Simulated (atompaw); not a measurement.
## Before and after: PAW (atompaw) potential for Co (Z = 27)

cobalt, PAW, made with atompaw 4.2.0.5 (LDA (PW92), scalar-relativistic). Core [Ar], reference 3d6 4s0 4p0 (charge +3). Waves: 4s (bound, empty): rc 1.45 bohr; 4s channel at -1.15 Ry: rc 1.45 bohr; 4p (bound, empty): rc 2.40 bohr; 4p channel at 0.05 Ry: rc 2.40 bohr; 3d (bound): rc 1.80 bohr; 3d channel at -2.4 Ry: rc 1.80 bohr. Local part: troulliermartins scheme with l = 3 at 0 Ry, radius 2.00 bohr. Core correction: smooth core density matched at 1.45 bohr. Augmentation charge: sinc compensation charge, radius 2.10 bohr; PAW radius 2.40 bohr; waves and projectors: custom polynom gramschmidtortho.

All-electron outer shells of the reference configuration (LDA (PW92), scalar-relativistic, ld1.x):

```tsv
shell	level (eV)	outermost node (bohr)	outermost maximum (bohr)
3p	-103.70	0.28	0.67
3d	-45.48	–	0.65
4s	-32.45	0.94	1.92
4p	-24.74	1.00	2.21
```

Change: wave 4p (bound): rc 2.40 bohr becomes 4p (bound): rc 2.22 bohr.

Cutoffs: the cutoffs (Ry, on a coarse ladder) from which the occupation-weighted sum of valence levels, in a spherical-Bessel basis at the reference potential, stays within 10 and 1 mRy of its value at 400 Ry; they do not see the model core or the augmentation charge, which bear on the density cutoff.

What does the change do?

The potential gets neither clearly harder nor softer (40 Ry and 55 Ry → 40 Ry and 55 Ry); the bound ghosts move from s to p, s; the range in which the p phases agree widens (upper end 1.7 → 4.2).

| quantity | base | changed |
| --- | --- | --- |
| cutoff, loose | 40 Ry | 40 Ry |
| cutoff, tight | 55 Ry | 55 Ry |
| bound ghosts | s | p, s |
| s: phases at 2.41 bohr within 0.05 rad from the reference energy up to (Ry; the scan ends near 5) | to the end of the scan | to the end of the scan |
| p: phases at 2.41 bohr within 0.05 rad from the reference energy up to (Ry; the scan ends near 5) | 1.7 | 4.2 |
| d: phases at 2.41 bohr within 0.05 rad from the reference energy up to (Ry; the scan ends near 5) | 3.6 | 3.6 |
| lowest overlap eigenvalue by channel | s 0.88, p 0.31, d 0.96 | s 0.88, p 0.24, d 0.96 |

 A true bound ghost makes a file unfit for plane-wave use even where its test errors are small: the radial tests pick states by their node count and pass the ghost by. The cutoffs see the waves, projectors and local potential, not the compensation charge or the core.
